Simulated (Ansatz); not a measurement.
Basis-set extrapolation for `[CH3][Al-]([CH3])([SH2+])[Cl]` (PBE0-D4/def2-TZVP geometry, frozen core, Ansatz). Multiplicity 1, RHF reference.

```tsv
	def2-TZVPP	def2-QZVPP
HF	-1179.508659	-1179.543706
MP2 correlation	-0.826287	-0.891519
CCSD(T) correlation	-0.933549	not run
```

Energies in hartree. Use E(X) = E(∞) + A·exp(−7.88·√X) for Hartree–Fock and E(X) = E(∞) + B·X^(−2.97) for correlation, with X = 3 and 4, and add CCSD(T) minus MP2 of the smaller set to the MP2 limit.

Q: What is the CCSD(T) energy at the basis-set limit?

A: HF limit: -1179.543706 + (-0.035047) × 0.13774 = -1179.54853. MP2 limit: -0.891519 + (-0.065232) × 0.74074 = -0.93984. Higher-order term: -0.933549 − (-0.826287) = -0.10726. Total: -1180.59563 hartree, 402.8 kJ/mol below CCSD(T)/def2-TZVPP.
